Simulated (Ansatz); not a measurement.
Computed with Ansatz on PBE0-D4/def2-TZVP structures; ΔE is electronic, products minus reactants. CCSD(T)/CBS is the MP2 limit (def2-TZVPP, def2-QZVPP) plus CCSD(T) − MP2 in def2-TZVPP, frozen cores. This one scheme is used for every species, atoms too. Functionals use def2-TZVPP. B3LYP here is the variant with VWN-RPA as its local correlation; programs differ in this. No spin–orbit coupling; open shells (•) take unrestricted orbitals. Spin–orbit coupling would lower the free atoms: a little for F; clearly for Ga. For Ga outer-core shells are correlated without core-valence functions, so the limit isn't a true one: a few kJ/mol of doubt a bond, and 10 to 20 or more in all where bonds break to atoms. Scalar relativity is left out up to krypton.

Consider the atomization: `[F][GaH][GaH2]` → F• + 2 Ga• + 3 H•.

```tsv
level	ΔE (kJ/mol)	difference from CCSD(T)/CBS
CAM-B3LYP-D4	1441.4	-14.3
ωB97X-V	1458.7	3.0
PBE0	1403.5	-52.2
B3LYP	1398.9	-56.8
BHLYP	1372.8	-82.9
LC-ωPBE	1452.6	-3.1
HF/def2-SVP	1048.8	-406.9
MP2/def2-SVP	1382.3	-73.4
SCS-MP2/def2-TZVPP	1441.2	-14.5
HF/def2-QZVPP	1049.2	-406.5
CCSD(T)/CBS	1455.7	0
```

Largest T1 diagnostic among the species: 0.014.

From r2SCAN to r2SCAN0 (25 % exact exchange), in def2-TZVPP and without D4, ΔE moves by −29.5 kJ/mol: exact exchange takes away binding that semilocal exchange gives to molecules. Leaving LDA and LC-ωPBE aside and taking each functional with its dispersion term where it has one, the values, not all of them listed here, spread over 74.4 kJ/mol, from BHLYP-D4 to B97M-V. LDA lies +223.5 kJ/mol from PBE without D4, its usual overbinding.

For atomizations the MP2-based limit and the directly extrapolated one differ by several kJ/mol either way, and by 10 to 25 for some Ge, Se and Sn compounds, so smaller differences from it don't rank the levels.
